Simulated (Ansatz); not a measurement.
GaH₂Cl, relaxed as a singlet with RKS PBE-D4/def2-TZVP in Ansatz, starting from the GFN2-xTB geometry. Force threshold 0.02 eV/Å.

Start:

```
atom    x (Å)    y (Å)    z (Å)
 Ga1   0.0629   0.0836   0.0419
  H2  -0.5102   1.5315   0.1898
  H3   1.5398  -0.1639   0.4940
 Cl4  -1.0924  -1.4511  -0.7257
```

Q: Estimate the energy that the relaxation releases and the steps that it takes.

A: 0.11 eV, in 4 steps; 2.5 s on 4 threads of Arm Neoverse V1 on a shared host. No frequencies were taken in this run, so the end may be a saddle point.

Q: Does the start keep its bonding and symmetry?

A: By distances, no bond broke or formed. The bond that changes most is Ga1–Cl4, from 2.07 to 2.17 Å (atoms count from 1). Point group C2v at the start, C2v at the end, both within 0.05 Å.

Q: Predict the relaxed structure.

A: 
```xyz
4

Ga    0.119    0.158    0.079
H    -0.602    1.545    0.161
H     1.573   -0.254    0.484
Cl   -1.090   -1.448   -0.724
```
Bond lengths: 1 × Cl–Ga 2.17 Å; 2 × Ga–H 1.57 Å.
